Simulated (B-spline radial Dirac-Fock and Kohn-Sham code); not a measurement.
Form factor and incoherent scattering function of Re²⁹⁺

System: Re²⁹⁺, configuration [Kr] 4d10.

The run's input, task.json:

```json
{"items": [{
  "Z": 75,
  "q": 29,
  "cfg": [[1, 0, 2], [2, 0, 2], [2, 1, 6], [3, 0, 2], [3, 1, 6], [3, 2, 10], [4, 0, 2], [4, 1, 6], [4, 2, 10]],
  "A": 187,
  "rrms": 5.3698,
  "do": ["scatter"],
  "s": [0.0, 0.03, 0.04, 0.05, 0.06, 0.08, 0.1, 0.12, 0.15, 0.19, 0.23, 0.28, 0.35, 0.43, 0.54, 0.67, 0.82, 1.02, 1.26, 1.56, 1.94, 2.4, 2.97],
  "pz": [0, 0.1, 0.14, 0.2, 0.28, 0.4, 0.56, 0.79, 1.1, 1.6, 2.2, 3.1, 4.4, 6.2, 8.8, 12.0, 17.0, 25.0, 35.0, 49.0, 69.0],
  "hv_scatter": [1000, 5000, 8047.8, 10000, 50000, 200000, 500000, 1000000]
}]}
```

Launch: `python xray_run.py task.json out`

Level of theory: Dirac-Fock densities; an atomic code on a B-spline grid. f₀ is the Fourier transform of the spherical electron density, S the Waller-Hartree incoherent function, and s = sin θ/λ.

| s (Å⁻¹) | f₀ | S |
| --- | --- | --- |
| 0 | 46.000 | 0.000 |
| 0.03 | 45.969 | 0.025 |
| 0.04 | 45.945 | 0.045 |
| 0.05 | 45.915 | 0.070 |
| 0.06 | 45.877 | 0.100 |
| 0.08 | 45.782 | 0.178 |
| 0.1 | 45.660 | 0.277 |
| 0.12 | 45.512 | 0.397 |
| 0.15 | 45.241 | 0.615 |
| 0.19 | 44.793 | 0.974 |
| 0.23 | 44.248 | 1.404 |
| 0.28 | 43.443 | 2.031 |
| 0.35 | 42.106 | 3.047 |
| 0.43 | 40.330 | 4.351 |
| 0.54 | 37.581 | 6.284 |
| 0.67 | 34.105 | 8.618 |
| 0.82 | 30.132 | 11.221 |
| 1.02 | 25.413 | 14.445 |
| 1.26 | 21.062 | 17.961 |
| 1.56 | 17.500 | 21.821 |
| 1.94 | 14.722 | 25.735 |
| 2.4 | 12.127 | 29.178 |
| 2.97 | 9.243 | 32.255 |

f₀ starts at the number of electrons, 46, and has fallen to half at s ≈ 1.15 Å⁻¹. The sum of ⟨r²⟩ over the electrons is 4.637 bohr².

Values without a named source are computed, but for edge energies of neutral atoms, which are taken from tables.
